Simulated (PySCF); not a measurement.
# Mayer bond orders and bond lengths

Species: C7H8O2.
SMILES with atom numbers: `[CH3:1][CH2:2][CH:3]1[C:4](=[O:5])[CH:6]=[CH:7][C:8]1=[O:9]` (hydrogens: H10, H11, H12 on C1; H13, H14 on C2; H15 on C3; H16 on C6; H17 on C7)

Geometry (GFN2-xTB, Å), atoms numbered from 1 in this order:
```xyz
17
C7H8O2 angstrom
C     -2.347   -0.137    0.104
C     -1.071    0.686    0.198
C      0.089    0.040   -0.585
C      0.617   -1.204    0.108
O      0.028   -2.238    0.290
C      2.008   -0.905    0.527
C      2.385    0.305    0.108
C      1.289    0.974   -0.632
O      1.334    2.056   -1.155
H     -2.694   -0.188   -0.925
H     -2.175   -1.148    0.462
H     -3.129    0.316    0.709
H     -0.774    0.795    1.245
H     -1.237    1.686   -0.210
H     -0.264   -0.191   -1.594
H      2.595   -1.616    1.083
H      3.340    0.781    0.256
```

Bond orders from the PBE0/pcSseg-1 density (PySCF). One conformer (not necessarily the lowest) at the GFN2-xTB geometry, without solvent, vibrations or thermal averaging.

(1) How far do the computed orders between heavy atoms stray from the drawn ones?

(2) Give the Mayer order of every bond, beside its length.

## Answers

(1) The largest departure is 0.319, at C6–C7 (drawn double, 1.681). Drawn double or triple, more than 0.30 short of the drawn order: C6–C7 (1.681).

(2) 
```json
{"bond": "C1–C2", "drawn as": "single", "length (Å)": "1.522", "Mayer order": "1.061"}
{"bond": "C2–C3", "drawn as": "single", "length (Å)": "1.541", "Mayer order": "0.979"}
{"bond": "C3–C4", "drawn as": "single", "length (Å)": "1.519", "Mayer order": "0.926"}
{"bond": "C4–O5", "drawn as": "double", "length (Å)": "1.203", "Mayer order": "1.980"}
{"bond": "C4–C6", "drawn as": "single", "length (Å)": "1.484", "Mayer order": "1.009"}
{"bond": "C6–C7", "drawn as": "double", "length (Å)": "1.335", "Mayer order": "1.681"}
{"bond": "C7–C8", "drawn as": "single", "length (Å)": "1.483", "Mayer order": "1.014"}
{"bond": "C8–O9", "drawn as": "double", "length (Å)": "1.203", "Mayer order": "1.999"}
{"bond": "C8–C3", "drawn as": "single", "length (Å)": "1.521", "Mayer order": "0.946"}
{"bond": "C1–H10", "drawn as": "single", "length (Å)": "1.088", "Mayer order": "0.964"}
{"bond": "C1–H11", "drawn as": "single", "length (Å)": "1.087", "Mayer order": "0.954"}
{"bond": "C1–H12", "drawn as": "single", "length (Å)": "1.087", "Mayer order": "0.963"}
{"bond": "C2–H13", "drawn as": "single", "length (Å)": "1.093", "Mayer order": "0.951"}
{"bond": "C2–H14", "drawn as": "single", "length (Å)": "1.092", "Mayer order": "0.945"}
{"bond": "C3–H15", "drawn as": "single", "length (Å)": "1.093", "Mayer order": "0.902"}
{"bond": "C6–H16", "drawn as": "single", "length (Å)": "1.077", "Mayer order": "0.970"}
{"bond": "C7–H17", "drawn as": "single", "length (Å)": "1.077", "Mayer order": "0.968"}
```

By pair of heavy elements: C–C: lowest C3–C4 (0.926, 1.519 Å), highest C6–C7 (1.681, 1.335 Å); in 4 of the 21 pairs the longer bond (by over 0.003 Å) has the higher order (by 0.02 or more). C–O: all 2 within 0.02 of one another (1.980 to 1.999).

Q: Sum the orders of all bonds at each heavy atom with more than one neighbour and set the sums beside the valence in the SMILES.

A: C1 3.942 (drawn 4), C2 3.936 (drawn 4), C3 3.753 (drawn 4), C4 3.915 (drawn 4), C6 3.660 (drawn 4), C7 3.663 (drawn 4), C8 3.959 (drawn 4). Orders between atoms that aren't bonded are not in these sums.

Mayer orders depend on the basis set.

These values come from a run that also computed NMR shieldings. The run took 34 s wall on one thread of an AMD EPYC 7B13, no GPU, shared host with 128 logical CPUs at a one-minute load of 46, and the process peaked at 0.86 GiB of memory.
